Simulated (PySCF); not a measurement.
Molecule: `CC(C)(C)C(N)=O`, C5H11NO.

Atom-mapped SMILES (the numbers label the heavy atoms): `[CH3:1][C:2]([CH3:3])([CH3:4])[C:5]([NH2:6])=[O:7]`. Hydrogens are named by the atom that carries them. Ha(N6) is cis to the C=O or C=S heteroatom; Hb(N6) is trans to the C=O or C=S heteroatom.

Geometry PBE0-D3(BJ)/def2-SVP throughout; GIAO in PySCF, gas phase, one conformer, non-relativistic; equivalent atoms averaged; basis pcSseg-1.

(1) How do the absolute shieldings σ depend on the functional? (ppm; last column core-seconds on shared hosts with different chips, so compare them loosely; the GGAs took longer than the global hybrids here, which isn't the general rule, and the cause wasn't traced)

(2) Which nucleus moves most, in ppm?

Answers

(1) 
```tsv
functional	kind	C5	C2	C1/C3/C4	N6	O7	Hb(N6)	Ha(N6)	H(C1)/H(C3)/H(C4)	core-s
LDA	LDA	0.7	139.4	149.1	150.1	-100.0	25.95	26.61	29.74	20
BLYP	GGA	0.2	133.8	143.8	148.1	-92.2	26.63	27.25	30.26	29
BP86	GGA	5.7	139.1	148.8	151.0	-86.0	26.48	27.12	30.17	26
OPBE	GGA	19.8	147.9	156.5	156.8	-70.5	26.34	27.03	30.16	36
KT2	GGA	17.6	143.4	153.0	158.7	-62.0	26.44	27.05	30.08	28
PBE0	global hybrid	6.4	146.4	154.8	156.7	-89.9	26.56	26.96	30.21	22
BHandHLYP	global hybrid	1.0	146.9	154.8	159.2	-91.1	26.84	27.05	30.39	21
CAM-B3LYP	range-separated hybrid	-0.7	143.8	152.6	156.5	-94.2	26.74	27.02	30.27	28
LC-wPBE	range-separated hybrid	4.1	152.3	160.1	161.5	-88.5	26.76	27.02	30.29	32
```

(2) O7 (amide-type carbonyl oxygen): from -100.0 ppm with LDA to -62.0 ppm with KT2. The smallest spread is 0.64 ppm, at Ha(N6). Proton shifts span only some 12 ppm, so a few tenths of a ppm matter as much there as several ppm in carbon.
